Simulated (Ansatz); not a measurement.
`C[O][InH]` radical. The species carries charge 0 and has multiplicity 2. In takes the def2 core potential. Geometry: relaxed with PBE0-D4/def2-TZVP.

```xyz
7

C    -0.484    0.722    0.254
O     0.467   -0.023    0.963
In    1.395   -1.595    0.139
H    -1.451    0.703    0.774
H    -0.661    0.360   -0.772
H    -0.169    1.771    0.177
H     0.902   -1.938   -1.534
```

(1) What is the dipole moment at B3LYP/def2-TZVPP? (Best estimate.)

(2) And with PBE, r2SCAN, ωB97M-V? (An estimate is asked.)

(3) Give the Mulliken charges with B3LYP, ωB97M-V, PBE in def2-TZVPP. (Best estimate.)

## Answers

(1) Computed: 1.43 D, with components (0.49, -1.05, -0.84) D in this frame, pointing from negative to positive charge.

(2) The calculation gave: PBE 1.20 D, r2SCAN 1.33 D, ωB97M-V 1.52 D.

(3) Computed: 
| atom | B3LYP | ωB97M-V | PBE |
| --- | --- | --- | --- |
| C1 | -0.09 | -0.14 | -0.11 |
| O2 | -0.52 | -0.53 | -0.45 |
| In3 | 0.52 | 0.50 | 0.45 |
| H4 | 0.08 | 0.10 | 0.09 |
| H5 | 0.06 | 0.08 | 0.06 |
| H6 | 0.08 | 0.10 | 0.09 |
| H7 | -0.14 | -0.11 | -0.13 |

B3LYP here is the variant with VWN-RPA as its local correlation; programs differ in this.
